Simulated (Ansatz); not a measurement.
Reaction (formal exchange of groups at a Ge–N bond): `O=C=[N][GeH]([F])[Cl]` + `CC` → `C[CH2][GeH]([F])[Cl]` + `N=C=O`

Gas-phase electronic energies from Ansatz, PBE0-D4/def2-TZVP geometries. CCSD(T)/CBS is the MP2 limit (def2-TZVPP, def2-QZVPP) plus CCSD(T) − MP2 in def2-TZVPP, frozen cores. This one scheme is used for every species. Functionals use def2-TZVPP. B3LYP here is the variant with VWN-RPA as its local correlation; programs differ in this. For Ge outer-core shells are correlated without core-valence functions, which leaves a few kJ/mol of doubt a bond. Scalar relativity is left out up to krypton. Each species was taken in one conformer, which may not be the lowest.

```csv
level,ΔE (kcal/mol)
B3LYP-D4,12.0
MP2/def2-TZVPP,12.9
HF/def2-QZVPP,17.9
SCS-MP2/def2-QZVPP,13.2
```

Task: What does CCSD(T)/CBS give? (Estimate.)

Result: Computed: +11.3 kcal/mol. The listed levels differ from it by 0.7, 1.6, 6.6, 1.9 kcal/mol.

Largest T1 diagnostic among the species: 0.018.

In def2-TZVPP, CCSD(T) changes the Hartree–Fock value by −5.0 kcal/mol (the triples alone add −0.4 kcal/mol) and MP2 by −4.8 kcal/mol. From PBE to PBE0 (25 % exact exchange), in def2-TZVPP and without D4, ΔE moves by +1.2 kcal/mol.
